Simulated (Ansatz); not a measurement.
A nudged elastic band was laid between two geometries of AlH8N3O (13 atoms, charge 0, multiplicity 1).

Method: RKS B3LYP/def2-SVP in Ansatz 0.2.0.

```yaml
movable_images: 7
climbing_image: yes
spring: 5.0 eV/Å²
optimiser: quadratic models (default)
start_path: through a guess of the saddle point
force_threshold: 0.2 eV/Å
iteration_limit: 60
end_points: relaxed
```

Image 0:

```xyz
13
Properties=species:S:1:pos:R:3
Al 0.221 -0.316 -0.096
O 1.471 -0.091 -1.299
N -1.293 -1.243 -0.472
N 0.734 -0.375 1.645
H 0.171 2.118 -0.974
N -0.397 1.630 -0.279
H 2.008 -0.841 -1.571
H -1.633 -1.374 -1.421
H -1.569 -2.056 0.073
H 0.213 -0.866 2.366
H 1.714 -0.354 1.919
H -0.255 2.063 0.636
H -1.384 1.704 -0.529
```

Image 8:

```xyz
13
Properties=species:S:1:pos:R:3
Al -0.074 -0.155 0.228
O 1.486 0.199 -1.012
N -1.145 -1.349 -0.591
N 0.749 -0.550 1.773
H 0.987 1.078 -1.115
N -0.502 1.604 -0.247
H 1.388 -0.289 -1.845
H -2.045 -1.128 -1.005
H -1.093 -2.350 -0.427
H 0.277 -0.847 2.621
H 1.726 -0.361 1.975
H -0.418 2.347 0.445
H -1.335 1.802 -0.801
```

What changes between the two ends?

Bonds broken: H5–N6. Bonds formed: O2–H5.

Give the energies along the band, and the barrier.

The run converged. The highest image is number 6 of 0 to 8, 0.90 eV above the first end and 0.04 eV above the last; the last end lies 0.86 eV above the first. The threshold of 0.2 eV/Å is loose, so the images may lie well off the minimum-energy path. Another band between the same ends (7 images) ends at a top of the same energy, where a vibrational analysis finds 1 clearly imaginary mode. The orbitals stay closed-shell, which can raise the energy where a bond breaks towards radicals; this wasn't checked here.

| image | path coordinate (Å) | energy (eV) | H5–N6 (Å) | O2–H5 (Å) |
| --- | --- | --- | --- | --- |
| 0 | 0.00 | 0.00 | 1.02 | 2.58 |
| 1 | 0.38 | 0.01 | 1.02 | 2.45 |
| 2 | 0.77 | 0.05 | 1.02 | 2.27 |
| 3 | 1.15 | 0.11 | 1.03 | 2.11 |
| 4 | 1.53 | 0.22 | 1.04 | 1.89 |
| 5 | 1.92 | 0.50 | 1.11 | 1.54 |
| 6 | 2.31 | 0.90 | 1.45 | 1.13 |
| 7 | 2.52 | 0.87 | 1.67 | 1.04 |
| 8 | 2.74 | 0.86 | 1.80 | 1.02 |

What is the geometry of the highest image?


```xyz
13
Properties=species:S:1:pos:R:3
Al -0.023 -0.227 0.197
O 1.461 0.240 -0.977
N -1.215 -1.364 -0.517
N 0.743 -0.558 1.781
H 0.787 1.148 -0.995
N -0.425 1.582 -0.332
H 1.520 -0.193 -1.840
H -2.078 -1.109 -0.986
H -1.184 -2.369 -0.378
H 0.265 -0.878 2.616
H 1.724 -0.393 1.982
H -0.333 2.332 0.354
H -1.243 1.789 -0.905
```

Run time: 4.7 min on 2 threads of Arm Neoverse V1 (shared host), peak memory 0.28 GiB.
